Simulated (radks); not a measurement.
The numbers below are computed, except where a source is named.
Species: Cr2+. Configuration: [Ar] 3d4. Code: a radial shooting solver on a logarithmic mesh with Libxc functionals. Model: scalar-relativistic Kohn-Sham, exchange-only r2SCAN, spin-polarised, spherical densities, finite nucleus; open shells are filled with parallel spins first; meta-GGA in the generalised Kohn-Sham scheme; Fermi nuclear charge, rms radius 3.6452 fm.

Normalised radial functions P(r) = r R(r), r in bohr:

```
   r/bohr * 2p up, o 2p down, + 3p down (the largest magnitude, 1.91, reaches the edge; | marks zero, & curves that meet)
 0.008106                             &
  0.00914                             &
  0.01039                             +&
  0.01171                             +&
  0.01321                             +&
  0.01501                             +&
  0.01692                             |&
  0.01923                             |+&
  0.02169                             |+&
  0.02445                             |+ &
  0.02779                             |+ &
  0.03133                             |+  &
  0.03533                             | +  &
  0.04015                             | +   &
  0.04527                             |  +   &
  0.05104                             |  +     &
  0.05801                             |   +     &
  0.06541                             |   +       &
  0.07434                             |    +        &
  0.08382                             |     +         &
   0.0945                             |     +           &
   0.1074                             |      +            &
   0.1211                             |      +              &
   0.1365                             |       +               &
   0.1552                             |       +                 &
    0.175                             |       +                  &
   0.1989                             |      +                   &
   0.2242                             |     +                    &
   0.2528                             |    +                   *o
   0.2873                             |  +                    &
    0.324                             +                    &
   0.3653                           + |                 &
   0.4151                        +    |              &
   0.4681                     +       |           &
   0.5278                  +          |        &
   0.5998                +            |     &
   0.6763              +              |   &
   0.7686             +               | &
   0.8667              +              |&
   0.9771               +             |&
    1.111                +            &
    1.252                  +          &
    1.412                    +        &
    1.605                      +      &
    1.809                        +    &
     2.04                          +  &
    2.318                           + &
    2.614                            +&
    2.971                            +&
     3.35                             &
    3.777                             &
    4.293                             &
     4.84                             &
```

2p up: eigenvalue -586.92 eV, 0 radial nodes, <r> = 0.260 bohr, 90 % of the charge inside 0.426 bohr. 2p down: eigenvalue -585.29 eV, 0 radial nodes, <r> = 0.259 bohr, 90 % of the charge inside 0.425 bohr. 3p down: eigenvalue -63.203 eV, 1 radial node at r = 0.329 bohr, <r> = 0.961 bohr, 90 % of the charge inside 1.48 bohr.
